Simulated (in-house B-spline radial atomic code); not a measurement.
# B97-1 excitations of Ga⁺

Method: B97-1. Computed with an all-electron radial atomic-structure program (B-spline basis): linear response of the closed shell [Ar] 3d10 4s2 with the functional's adiabatic kernel; non-relativistic, point nucleus, no spin-orbit coupling, no double excitations, S, P, D and F terms only; shells from n = 2 respond. Only terms of natural parity with L up to 3 were computed.

Without relativity these are model numbers for so heavy an element.

Command:
```bash
python run_td.py task.json out
```
Settings (radii: box in bohr, nucleus in fm):
```
Z                        31
electrons                30
configuration            [Ar] 3d10 4s2
hamiltonian              nr
method                   b97_1
box_radius               41.61
intervals                57
```

Time taken, with all properties: 2 s on 1 thread of Arm Neoverse N1, with other jobs on the host.

The lowest states, in the order of their Tamm-Dancoff energies; the method's threshold (minus the highest occupied level) is 16.705 eV. Labels give the largest channel, * marks a mixed state, and oscillator strengths are full-response dipole values. Measured ¹D terms are left out, since they can mix with doubly excited terms. Semilocal kernels can invert the small singlet-triplet splittings of Rydberg terms. Energies in eV:

| state | full response | Tamm-Dancoff | oscillator strength | measured (J-weighted term) |
| --- | --- | --- | --- | --- |
| 4s → 4p 3P | 5.969 | 6.070 | - | 5.987 |
| 4s → 4p 1P | 8.413 | 8.776 | 1.63 | 8.766 |
| 4s → 5s 3S | 11.898 | 11.913 | - | 12.764 |
| 4s → 5s 1S | 12.423 | 12.442 | - | 13.224 |
| 4s → 4d 3D | 13.250 | 13.264 | - | 14.116 |
| 4s → 5p 3P | 13.328 | 13.342 | - | 14.708 |
| 4s → 4d 1D | 13.352 | 13.356 | - | - |
| 4s → 5p 1P | 13.797 | 13.840 | 0.00693 | - |
| 4s → 6s 3S | ? | ? | - | - |
| 4s → 6s 1S | 14.790 | 14.794 | - | - |
| 4s → 6p 3P | ? | ? | - | - |

Problem. Where does 4s → 6s 3S lie?

Solution. At 14.719 eV in full response, 14.721 eV in Tamm-Dancoff.

Problem. Where does 4s → 6p 3P lie?

Solution. At 15.132 eV in full response, 15.134 eV in Tamm-Dancoff.

Problem. How large is the singlet-triplet splitting of 4s → 4p (P terms) in Tamm-Dancoff?

Solution. 2.71 eV, from the unrounded values.

Problem. What polarisabilities and dispersion coefficient does the method give?

Solution. Dipole 19.13 bohr³, quadrupole 86.93 bohr⁵, C6 98.9 hartree·bohr⁶ for two such species.
